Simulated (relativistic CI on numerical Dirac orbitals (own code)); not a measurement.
## Tc⁷⁺: L2,3 absorption edge

Computed with this model: Dirac-Coulomb-Breit CI, orbitals from a KLI potential per configuration, a model potential for QED, multiplet model of core-to-valence dipole absorption, unscaled Slater integrals; configurations [Ar] 3d10 4s2 4p6 → [He] 2s2 2p5 3s2 3p6 3d10 4s2 4p6 4d; 300 K; Lorentzian 1.6 eV and Gaussian 0.5 eV FWHM. Energies are those of the free ion, without screening or charge transfer. The branching ratio is the share of the lower-energy edge in the whole absorption, uncertain by about 0.02 where the edges overlap. S is read from ⟨S²⟩ = S(S + 1).

Field parameters in Wybourne normalisation: D4h B²₀ = −7Ds, B⁴₀ = 21(Dq − Dt), B⁴₄ = 21√(5/14) Dq. The field is a parameter set, without covalency.

free ion: ground-state S = 0.00, centroid 2734.29 eV, branching ratio 0.676. Peaks (eV, height): 2697.0 (100), 2812.2 (48).

D4h, 10Dq = 40900, Ds = -1500, Dt = -40 cm⁻¹: ground-state S = 0.00, centroid 2734.29 eV, branching ratio 0.676. Peaks (eV, height): 2694.2 (78), 2699.2 (100), 2810.2 (51), 2815.2 (36).

D4h, 10Dq = 40900, Ds = -210, Dt = -40 cm⁻¹: ground-state S = 0.00, centroid 2734.29 eV, branching ratio 0.676. Peaks (eV, height): 2694.2 (72), 2699.0 (100), 2810.0 (48), 2815.2 (37).

D4h, 10Dq = 40900, Ds = 2360, Dt = -40 cm⁻¹: ground-state S = 0.00, centroid 2734.29 eV, branching ratio 0.676. Peaks (eV, height): 2694.2 (80), 2699.2 (100), 2810.0 (51), 2815.5 (36).

D4h, 10Dq = 40900, Ds = 3000, Dt = -40 cm⁻¹: ground-state S = 0.00, centroid 2734.29 eV, branching ratio 0.676. Peaks (eV, height): 2694.2 (81), 2699.5 (100), 2810.0 (51), 2814.5 (32), 2815.8 (36).

The statistical ratio of this edge is 2/3 = 0.667. Values above it arise where the holes sit mainly in the j = l + 1/2 valence subshell or the ground state has high spin; values below it where core-valence Coulomb terms move weight to the upper edge, as in nearly empty shells. At deep edges of heavy elements the radial integrals of the two core levels differ, which raises the baseline.

Strongest unbroadened transitions for D4h, 10Dq = 40900, Ds = -1500, Dt = -40 cm⁻¹:

```
Energy (eV)  Relative strength
    2692.53                2.4
    2692.82                4.5
    2693.18                4.1
    2693.19                7.2
    2694.12               86.6
    2694.32               48.1
    2697.68                3.2
    2698.31                3.8
    2698.40               34.9
    2699.12              100.0
    2699.48               68.9
    2809.44                9.0
    2809.77                9.1
    2810.17               47.9
    2810.29               33.2
    2814.60               23.5
    2815.26               27.1
    2815.53               25.1
```
